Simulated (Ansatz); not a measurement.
Start from `[SiH3][GeH]1[CH2][Se]1` and change one element to get `[SiH3][GeH]1[CH2][O]1`.

Ansatz, PBE0-D4/def2-TZVP geometries, multiplicity 1. 

Scalar relativity is left out up to krypton.

| property | `[SiH3][GeH]1[CH2][Se]1` |
| --- | --- |
| LUMO energy (B3LYP/def2-TZVPP) / eV | -1.17 |
| HOMO energy (PBE0/def2-TZVPP) / eV | -6.35 |
| HOMO–LUMO gap (ωB97M-V/def2-TZVPP) / eV | 9.27 |
| LUMO energy (PBE/def2-TZVPP) / eV | -1.75 |
| size of the dipole moment (ωB97M-V/def2-TZVPP) / D | 2.32 |
| HOMO–LUMO gap (B3LYP/def2-TZVPP) / eV | 4.94 |

Question: What does the change do to each property? (Estimate.)

Answer: Ansatz gave: 
```csv
property,`[SiH3][GeH]1[CH2][O]1`,shift
LUMO energy (B3LYP/def2-TZVPP) / eV,-1.19,-0.02
HOMO energy (PBE0/def2-TZVPP) / eV,-7.01,-0.66
HOMO–LUMO gap (ωB97M-V/def2-TZVPP) / eV,9.98,0.71
LUMO energy (PBE/def2-TZVPP) / eV,-1.77,-0.02
size of the dipole moment (ωB97M-V/def2-TZVPP) / D,2.35,0.03
HOMO–LUMO gap (B3LYP/def2-TZVPP) / eV,5.61,0.67
```

Dipoles are sizes alone; their direction can turn.

B3LYP here is the variant with VWN-RPA as its local correlation; programs differ in this.

Spin–orbit coupling is left out; it splits and shifts lone-pair levels of the heavy atoms by tenths of an eV.
